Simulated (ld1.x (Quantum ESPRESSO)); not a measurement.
## Os (Z = 76), TM: configuration errors across variants

osmium, norm-conserving Troullier–Martins (Kleinman–Bylander form), made with ld1.x (Quantum ESPRESSO) 7.5 (PBE, scalar-relativistic). Core [Xe] 4f14, reference 5d5 6s0 6p0 (charge +3). Waves: 6p (bound, empty): rc 2.50 bohr; 5d (bound): rc 1.80 bohr; 6s (bound, empty): rc 2.10 bohr. Local part: the s channel. Core correction: a·sin(br)/r model core inside 1.60 bohr.

All-electron excitation energies from the reference (eV): (1) 5d6 6s2 6p0 -55.338; (2) 5d6 6s1 6p0 -45.761; (3) 5d6 6s0 6p0 -28.847; (4) 5d6 6s1.5 6p0 -51.424; (5) 5d6.5 6s1.5 6p0 -55.284; (6) 5d6 6s1 6p1 -50.281; (7) 5d5 6s2 6p1 -49.233.

Errors AE − PS in meV (a dash: test not solved or not reliable):

```tsv
change	(1)	(2)	(3)	(4)	(5)	(6)	(7)	bound ghosts
base	-87	-111	-127	-100	-178	-56	-5.4	none
core correction a·sin(br)/r model core inside 0.80 bohr	-87	-112	-130	-100	-178	-56	-9.2	none
core correction a·sin(br)/r model core inside 1.00 bohr	-87	-112	-130	-100	-178	-56	-9.3	none
core correction a·sin(br)/r model core inside 1.26 bohr	-87	-112	-130	-100	-178	-56	-9.0	none
core correction a·sin(br)/r model core inside 1.50 bohr	-87	-112	-129	-100	-179	-56	-7.3	none
core correction a·sin(br)/r model core inside 1.62 bohr	-87	-111	-126	-100	-178	-56	-4.9	none
core correction a·sin(br)/r model core inside 1.88 bohr	-78	-103	-117	-92	-167	-49	+7.6	none
core correction a·sin(br)/r model core inside 2.16 bohr	-24	-66	-97	-45	-111	-8.7	+61	none
```

(1) Give the same row for: core correction none.

Answers

(1) +273, +99, -52, +188, +169, +215, +345; bound ghosts: none.
